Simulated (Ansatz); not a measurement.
`N#C[CH2][AlH2]` + `N[SiH2][GeH3]` → `[AlH2][NH][SiH2][GeH3]` + `CC#N` at 298.15 K and 1 bar (ligand exchange at the Al–C bond).

Calculated with Ansatz (gas phase, PBE0-D4/def2-TZVP geometries, no zero-point term in ΔE). CCSD(T)/CBS is the MP2 limit (def2-TZVPP, def2-QZVPP) plus CCSD(T) − MP2 in def2-TZVPP, frozen cores. This one scheme is used for every species. For Ge outer-core shells are correlated without core-valence functions, which leaves a few kJ/mol of doubt a bond. Scalar relativity is left out up to krypton. Each species was taken in one conformer, which may not be the lowest.

```
                 species  CCSD(T)/CBS energy (Eh)  H − E (kJ/mol)  S (J/(mol·K))
        `N#C[CH2][AlH2]`               -375.19563           144.8          317.2
         `N[SiH2][GeH3]`              -2424.12162           193.9          339.7
`[AlH2][NH][SiH2][GeH3]`              -2666.76326           210.0          390.3
                  `CC#N`               -132.59492           131.1          242.3
```

H − E and S are ideal-gas, rigid-rotor, harmonic terms from PBE0-D4/def2-TZVP, for one conformer and one mirror image of each species. 1 Eh = 2625.50 kJ/mol, R = 8.31446 J/(mol·K).

Task: By hand: ΔE, ΔH, ΔS and ΔG.

Result: ΔE = (-2666.76326) + (-132.59492) − (-375.19563) − (-2424.12162) = -0.04093 Eh = -107.5 kJ/mol. Δ(H − E) = 210.0 + 131.1 − 144.8 − 193.9 = 2.4, so ΔH = -105.1 kJ/mol. ΔS = 390.3 + 242.3 − 317.2 − 339.7 = -24.3 J/(mol·K). ΔG = -105.1 − 298.15 × (-24.3)/1000 = -97.9 kJ/mol.

Task: By hand: the equilibrium constant, and the temperature at which ΔG would vanish if ΔH and ΔS stayed fixed.

Result: log₁₀ K = −ΔG/(RT ln 10) = 17.2. ΔG = 0 at ΔH/ΔS = 4325 K, far beyond where these terms or the molecules hold.

ΔH outweighs TΔS. A doubt of 5 kJ/mol in ΔE shifts log₁₀ K by 0.9 here. Other conformers and mirror images would add mixing entropy, several J/(mol·K) or more a flexible species. Modes under 60 cm⁻¹, often nearly free rotors, make the harmonic entropy too high. These are equilibria of isolated gas molecules and say nothing of rates. Largest T1 diagnostic: 0.013 (customary marks: 0.02 for closed shells, 0.045 for open ones).
